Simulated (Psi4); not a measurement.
Input file for Psi4: SAPT0/jun-cc-pV(D+d)Z on N4 (a complex), monomers drawn apart or pushed together.

```
memory 2025 MB

molecule dimer {
0 1
N    -0.38463901   -0.10116271   -0.56541468
N     0.45101972    0.14816541    0.08987410
--
0 1
N    -0.43922532   -0.20787897    3.81285479
N     0.35560155    0.14866685    4.46939677
units angstrom
symmetry c1
no_reorient
no_com
}

set {
  basis jun-cc-pV(D+d)Z
  scf_type df
  freeze_core true
}

energy('sapt0')
```

Program output:

```
[...]
==> Input File <==

--------------------------------------------------------------------------
memory 2025 MB

molecule dimer {
0 1
N    -0.38463901   -0.10116271   -0.56541468
N     0.45101972    0.14816541    0.08987410
--
0 1
N    -0.43922532   -0.20787897    3.81285479
N     0.35560155    0.14866685    4.46939677
units angstrom
symmetry c1
no_reorient
no_com
}

set {
  basis jun-cc-pV(D+d)Z
  scf_type df
  freeze_core true
}

energy('sapt0')
--------------------------------------------------------------------------


   => Loading Basis Set <=

    Name: JUN-CC-PV(D+D)Z
    Role: ORBITAL
    Keyword: BASIS
    atoms 1-4 entry N          line   222 file jun-cc-pv_dpd_z.gbs

   => Loading Basis Set <=

    Name: JUN-CC-PV(D+D)Z
    Role: ORBITAL
    Keyword: BASIS
    atoms 1-4 entry N          line   222 file jun-cc-pv_dpd_z.gbs


  //>>>>>>>>>>>>>>>>>>>>>>>>>>>>>>>>>>>//
  //              Dimer HF             //
  //<<<<<<<<<<<<<<<<<<<<<<<<<<<<<<<<<<<//

   => Libint2 <=

    Primary   basis highest AM E, G, H:  7, 6, 3
    Auxiliary basis highest AM E, G, H:  7, 7, 4
    Onebody   basis highest AM E, G, H:  -, -, -
    Solid Harmonics ordering:            Gaussian


   => Loading Basis Set <=

    Name: JUN-CC-PV(D+D)Z
    Role: ORBITAL
    Keyword: BASIS
    atoms 1-4 entry N          line   222 file jun-cc-pv_dpd_z.gbs


         ---------------------------------------------------------
                                   SCF
               by Justin Turney, Rob Parrish, Andy Simmonett
                          and Daniel G. A. Smith
                              RHF Reference
                        1 Threads,   1931 MiB Core
         ---------------------------------------------------------

  ==> Geometry <==

    Molecular point group: c1
    Full point group: C1

    Geometry (in Angstrom), charge = 0, multiplicity = 1:

       Center              X                  Y                   Z               Mass
    ------------   -----------------  -----------------  -----------------  -----------------
         N           -0.384639010000    -0.101162710000    -0.565414680000    14.003074004430
         N            0.451019720000     0.148165410000     0.089874100000    14.003074004430
         N           -0.439225320000    -0.207878970000     3.812854790000    14.003074004430
         N            0.355601550000     0.148666850000     4.469396770000    14.003074004430

  Running in c1 symmetry.

  Rotational constants: A =      1.56899  B =      0.03455  C =      0.03381 [cm^-1]
  Rotational constants: A =  47037.28060  B =   1035.72899  C =   1013.61209 [MHz]
  Nuclear repulsion =   71.214506296812303

  Charge       = 0
  Multiplicity = 1
  Electrons    = 28
  Nalpha       = 14
  Nbeta        = 14

  ==> Algorithm <==

  SCF Algorithm Type is DF.
  DIIS enabled.
  MOM disabled.
  Fractional occupation disabled.
  Guess Type is SAD.
  Energy threshold   = 1.00e-08
  Density threshold  = 1.00e-08
  Integral threshold = 1.00e-12

  ==> Primary Basis <==

  Basis Set: JUN-CC-PV(D+D)Z
    Blend: JUN-CC-PV(D+D)Z
    Number of shells: 32
    Number of basis functions: 72
    Number of Cartesian functions: 76
    Spherical Harmonics?: true
    Max angular momentum: 2

   => Loading Basis Set <=

    Name: (JUN-CC-PV(D+D)Z AUX)
    Role: JKFIT
    Keyword: DF_BASIS_SCF
    atoms 1-4 entry N          line   202 file jun-cc-pvdz-jkfit.gbs

  ==> Integral Setup <==

  DFHelper Memory: AOs need 0.013 GiB; user supplied 1.414 GiB.
  SCF_SUBTYPE=INCORE selected. In-core MEM_DF algorithm will be used.
  Using in-core AOs.

  ==> MemDFJK: Density-Fitted J/K Matrices <==

    J tasked:                   Yes
    K tasked:                   Yes
    wK tasked:                   No
    OpenMP threads:               1
    Algorithm:                 Core
    Schwarz Cutoff:           1E-12
    Mask sparsity (%):       6.0957
    Fitting Condition:        1E-10

   => Auxiliary Basis Set <=

  Basis Set: (JUN-CC-PV(D+D)Z AUX)
    Blend: JUN-CC-PVDZ-JKFIT
    Number of shells: 108
    Number of basis functions: 316
    Number of Cartesian functions: 364
    Spherical Harmonics?: true
    Max angular momentum: 3

  Minimum eigenvalue in the overlap matrix is 4.6290452958E-04.
  Reciprocal condition number of the overlap matrix is 1.0180419402E-04.
    Using symmetric orthogonalization.

  ==> Pre-Iterations <==

  SCF Guess: Superposition of Atomic Densities via on-the-fly atomic UHF (no occupation information).

   -------------------------
    Irrep   Nso     Nmo
   -------------------------
     A         72      72
   -------------------------
    Total      72      72
   -------------------------

  ==> Iterations <==

                           Total Energy        Delta E     RMS |[F,P]|

   @DF-RHF iter SAD:  -216.11461393653940   -2.16115e+02   0.00000e+00
   @DF-RHF iter   1:  -217.90737963689259   -1.79277e+00   1.90570e-03 ADIIS/DIIS
   @DF-RHF iter   2:  -217.91843517767379   -1.10555e-02   3.43286e-04 A
[...]
885    55A      2.952508
      56A      3.016827    57A      3.017493    58A      3.039804
      59A      3.162989    60A      3.164219    61A      3.351211
      62A      3.531912    63A      3.541448    64A      3.571476
      65A      4.093045    66A      4.112900    67A      4.287521
      68A      4.772275    69A      4.775254    70A      7.365880
      71A     24.978351    72A     25.568285

    Final Occupation by Irrep:
              A
    DOCC [     7 ]
    NA   [     7 ]
    NB   [     7 ]

  @DF-RHF Final Energy:  -108.95945936532097

   => Energetics <=

    Nuclear Repulsion Energy =             23.7704803109738840
    One-Electron Energy =                -194.4039663977827388
    Two-Electron Energy =                  61.6740267214878912
    Total Energy =                       -108.9594593653209671

Computation Completed


Properties will be evaluated at   0.000000,   0.000000,   0.000000 [a0]

Properties computed using the SCF density matrix


 Multipole Moments:

 ------------------------------------------------------------------------------------
     Multipole            Electronic (a.u.)      Nuclear  (a.u.)        Total (a.u.)
 ------------------------------------------------------------------------------------

 L = 1.  Multiply by 2.5417464519 to convert [e a0] to [Debye]
 Dipole X            :          1.1052424           -1.1061822           -0.0009397
 Dipole Y            :          0.7829254           -0.7832628           -0.0003374
 Dipole Z            :       -109.5566791          109.5583101            0.0016309
 Magnitude           :                                                    0.0019123

 ------------------------------------------------------------------------------------

  Constructing Basis Sets for SAPT...

   => Loading Basis Set <=

    Name: (JUN-CC-PV(D+D)Z AUX)
    Role: RIFIT
    Keyword: DF_BASIS_SAPT
    atoms 1-4 entry N          line   144 file jun-cc-pvdz-ri.gbs

   => Loading Basis Set <=

    Name: (JUN-CC-PV(D+D)Z AUX)
    Role: JKFIT
    Keyword: DF_BASIS_ELST
    atoms 1-4 entry N          line   202 file jun-cc-pvdz-jkfit.gbs


  //>>>>>>>>>>>>>>>>>>>>>>>>>>>>>>>>>>>//
  //               SAPT0               //
  //<<<<<<<<<<<<<<<<<<<<<<<<<<<<<<<<<<<//



        SAPT0
    Ed Hohenstein
     6 June 2009

      Orbital Information
  --------------------------
    NSO        =        72
    NMO        =        72
    NRI        =       260
    NRI (Elst) =       316
    NOCC A     =         7
    NOCC B     =         7
    FOCC A     =         2
    FOCC B     =         2
    NVIR A     =        65
    NVIR B     =        65

    Elst10,r            =    -0.000079630760 [Eh]
    Exch10              =     0.000118895250 [Eh]
    Exch10 (S^2)        =     0.000118879850 [Eh]

    Maxiter = 50
    CPHF R converge = 1.000000E-08

    Iter     Energy [mEh]          dE [mEh]         Residual      Time [s]
       1      -0.00712702       0.007127018     5.235312e-04             0
       2      -0.00750393       0.000376915     1.687958e-04             0
       3      -0.00806532       0.000561383     2.809010e-05             0
       4      -0.00802989      -0.000035427     8.469906e-06             0
       5      -0.00803066       0.000000775     3.522521e-06             0
       6      -0.00803299       0.000002324     1.027294e-06             0
       7      -0.00803226      -0.000000729     4.134669e-07             0
       8      -0.00803231       0.000000056     1.692605e-07             0
       9      -0.00803238       0.000000068     4.502032e-08             0
      10      -0.00803236      -0.000000025     9.144236e-09             0

    CHF Iterations converged

    Maxiter = 50
    CPHF R converge = 1.000000E-08

    Iter     Energy [mEh]          dE [mEh]         Residual      Time [s]
       1      -0.00712758       0.007127578     5.236293e-04             0
       2      -0.00750454       0.000376964     1.688234e-04             0
       3      -0.00806612       0.000561583     2.808968e-05             0
       4      -0.00803067      -0.000035457     8.464743e-06             0
       5      -0.00803146       0.000000791     3.521494e-06             0
       6      -0.00803378       0.000002318     1.026898e-06             0
       7      -0.00803305      -0.000000729     4.131549e-07             0
       8      -0.00803311       0.000000057     1.691840e-07             0
       9      -0.00803317       0.000000068     4.501688e-08             0
      10      -0.00803315      -0.000000025     9.146694e-09             0

    CHF Iterations converged

    Ind20,r (A<-B)      =    -0.000008032358 [Eh]
    Ind20,r (B<-A)      =    -0.000008033149 [Eh]
    Ind20,r             =    -0.000016065507 [Eh]
    Exch-Ind20,r (A<-B) =     0.000006779402 [Eh]
    Exch-Ind20,r (B<-A) =     0.000006780340 [Eh]
    Exch-Ind20,r        =     0.000013559741 [Eh]
    Disp20              =    -0.000285899168 [Eh]
    Disp20 (SS)         =    -0.000142949584 [Eh]
    Disp20 (OS)         =    -0.000142949584 [Eh]
    Exch-Disp20         =     0.000006228895 [Eh]
    Exch-Disp20 (SS)    =     0.000003236202 [Eh]
    Exch-Disp20 (OS)    =     0.000002992693 [Eh]

    SAPT Results
  --------------------------------------------------------------------------------------------------------
    Electrostatics                 -0.07963076 [mEh]      -0.04996906 [kcal/mol]      -0.20907053 [kJ/mol]
      Elst10,r                     -0.07963076 [mEh]      -0.04996906 [kcal/mol]      -0.20907053 [kJ/mol]

    Exchange                        0.11889525 [mEh]       0.07460790 [kcal/mol]       0.31215944 [kJ/mol]
      Exch10                        0.11889525 [mEh]       0.07460790 [kcal/mol]       0.31215944 [kJ/mol]
      Exch10(S^2)                   0.11887985 [mEh]       0.07459823 [kcal/mol]       0.31211900 [kJ/mol]

    Induction                      -0.00747989 [mEh]      -0.00469370 [kcal/mol]      -0.01963844 [kJ/mol]
      Ind20,r                      -0.01606551 [mEh]      -0.01008126 [kcal/mol]      -0.04217998 [kJ/mol]
      Exch-Ind20,r                  0.01355974 [mEh]       0.00850887 [kcal/mol]       0.03560110 [kJ/mol]
      delta HF,r (2)               -0.00497412 [mEh]      -0.00312131 [kcal/mol]      -0.01305956 [kJ/mol]

    Dispersion                     -0.27967027 [mEh]      -0.17549575 [kcal/mol]      -0.73427420 [kJ/mol]
      Disp20                       -0.28589917 [mEh]      -0.17940444 [kcal/mol]      -0.75062816 [kJ/mol]
      Exch-Disp20                   0.00622889 [mEh]       0.00390869 [kcal/mol]       0.01635396 [kJ/mol]
      Disp20 (SS)                  -0.14294958 [mEh]      -0.08970222 [kcal/mol]      -0.37531408 [kJ/mol]
      Disp20 (OS)                  -0.14294958 [mEh]      -0.08970222 [kcal/mol]      -0.37531408 [kJ/mol]
      Exch-Disp20 (SS)              0.00323620 [mEh]       0.00203075 [kcal/mol]       0.00849665 [kJ/mol]
      Exch-Disp20 (OS)              0.00299269 [mEh]       0.00187794 [kcal/mol]       0.00785731 [kJ/mol]

  Total HF                          0.03178460 [mEh]       0.01994514 [kcal/mol]       0.08345046 [kJ/mol]
  Total SAPT0                      -0.24788567 [mEh]      -0.15555061 [kcal/mol]      -0.65082374 [kJ/mol]

  Special recipe for scaled SAPT0 (see Manual):
    Electrostatics sSAPT0          -0.07963076 [mEh]      -0.04996906 [kcal/mol]      -0.20907053 [kJ/mol]
    Exchange sSAPT0                 0.11889525 [mEh]       0.07460790 [kcal/mol]       0.31215944 [kJ/mol]
    Induction sSAPT0               -0.00747462 [mEh]      -0.00469039 [kcal/mol]      -0.01962460 [kJ/mol]
    Dispersion sSAPT0              -0.27966785 [mEh]      -0.17549423 [kcal/mol]      -0.73426784 [kJ/mol]
  Total sSAPT0                     -0.24787798 [mEh]      -0.15554578 [kcal/mol]      -0.65080355 [kJ/mol]
  --------------------------------------------------------------------------------------------------------



*** Psi4 exiting successfully. Buy a developer a beer!
```

The run finished.

Cost: very roughly 5 core-seconds.
